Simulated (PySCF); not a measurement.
C3H7FOSi, SMILES CC(=O)[Si@@H](C)F.

Coordinates come from a B3LYP-D3(BJ)/def2-SVP optimisation. The structure was generated by enumeration; whether it is a known compound was not checked. The values are those of a single conformer.

Two levels are set side by side: TDDFT-PBE/def2-SVPD (PySCF) and TDDFT-CAM-B3LYP/def2-SVPD (PySCF). Vertical, same geometry. The lowest singlet is HOMO→LUMO 100 % with PBE and HOMO→LUMO 96 % with the other functional; states are paired by order. Differences are taken from unrounded values.

```
quantity                               TDDFT-CAM-B3LYP  TDDFT-PBE  TDDFT-PBE minus TDDFT-CAM-B3LYP
-------------------------------------  ---------------  ---------  -------------------------------
lowest singlet excitation (eV)                    3.53       3.34                            -0.19
lowest triplet excitation (TDA) (eV)              2.87       2.67                            -0.20
first bright state (f over 0.05) (eV)             8.10       6.89                            -1.21
its oscillator strength                           0.05       0.13                             0.08
```

A lower first singlet is the usual sign of a functional without exact exchange. Differences between two approximate levels are no errors against the true value.

Rough cost on one machine, each run with all the roots and properties that it gave: TDDFT-CAM-B3LYP against TDDFT-PBE about 8 times.
